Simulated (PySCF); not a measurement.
Ligands exchanged one at a time, Al OH-SiH3. Gas-phase values, no solvent. One relaxed conformer stands for each flexible species; it need not be the lowest. Strings in code marks are SMILES.

Method: B3LYP-D3(BJ)/def2-TZVP run with PySCF 2.14.0. B3LYP has the VWN-RPA correlation part, as in Gaussian. Excitations are Tamm–Dancoff values on a coarser integration grid. The basis has no diffuse functions, so Rydberg states are missing or too high.

| species | S1–T1 gap (TDA) (eV) | T1 excitation (TDA) (eV) | brightest of the four lowest singlets (TDA) (eV) | HOMO (eV) | S1 oscillator strength |
|---|---|---|---|---|---|
| 0 of 3 OH replaced by SiH3 | 0.31 | 6.41 | 7.55 | -8.73 | 0.000 |
| 1 of 3 OH replaced by SiH3 | 1.30 | 5.03 | 6.69 | -7.83 | 0.074 |
| 2 of 3 OH replaced by SiH3 (`[OH][Al]([SiH3])[SiH3]` (H–O–Al–Si torsion 180°)) | 0.59 | 3.38 | 6.17 | -6.92 | 0.000 |
| 3 of 3 OH replaced by SiH3 | 0.51 | 2.86 | – | -7.11 | 0.000 |
